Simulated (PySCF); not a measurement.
How methods differ on the ionisation energy of Cu

Cu [Ar] 3d10 4s1 (2S) → Cu⁺ [Ar] 3d10 (1S), as a difference of total energies. All numbers are calculated (PySCF 2.14, the spin-free X2C one-electron Hamiltonian (Gaussian nucleus), in aug-cc-pVDZ-DK (7s6p4d2f, 59 functions)). Correlated levels: valence: [Ar] frozen. The calculations carry no spin-orbit coupling.

| method | ionisation energy (eV) |
| --- | --- |
| UHF | 6.588 |
| MP2 (valence) | 7.630 |
| SCS-MP2 (valence) | 7.471 |
| CCSD (valence) | 7.497 |
| CCSD(T) (valence) | 7.644 |

Q: How much does correlation contribute at CCSD(T) (valence)?

A: 7.644 − (6.588) = 1.056 eV, measured against UHF.

Errors of the correlated levels include the incompleteness of this basis and the frozen core.

For comparison: 7.726 eV (measured; NIST Atomic Spectra Database, ionization energies).
